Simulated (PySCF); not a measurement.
# Working out the excitation energy of Sb

Sb [Kr] 4d10 5s2 5p3 (4S) → Sb [Kr] 4d10 5s1 5p4 (4P). Calculation: PySCF 2.14, in aug-cc-pVDZ-PP with ECP28MDF; scalar relativity through the core potential. Frozen: 4s2 4p6 4d10. Energies in hartree (1 hartree = 27.21139 eV):

```tsv
part	Sb (lower)	Sb (upper)
UHF	-239.273208	-238.998923
MP2 opposite-spin	-0.034469	-0.035583
MP2 same-spin	-0.013384	-0.012905
```

Question: What does Hartree-Fock give?

Answer: (-238.998923) − (-239.273208) = 0.274285 hartree = 7.464 eV.

Question: What do MP2 and SCS-MP2 (6/5 opposite-spin, 1/3 same-spin) give?

Answer: The opposite-spin parts differ by -0.030 eV and the same-spin parts by 0.013 eV. MP2: 7.464 + (-0.030) + (0.013) = 7.447 eV. SCS-MP2: 7.464 + 1.2 × (-0.030) + (0.013)/3 = 7.432 eV.

A double-zeta basis recovers only part of the correlation energy.
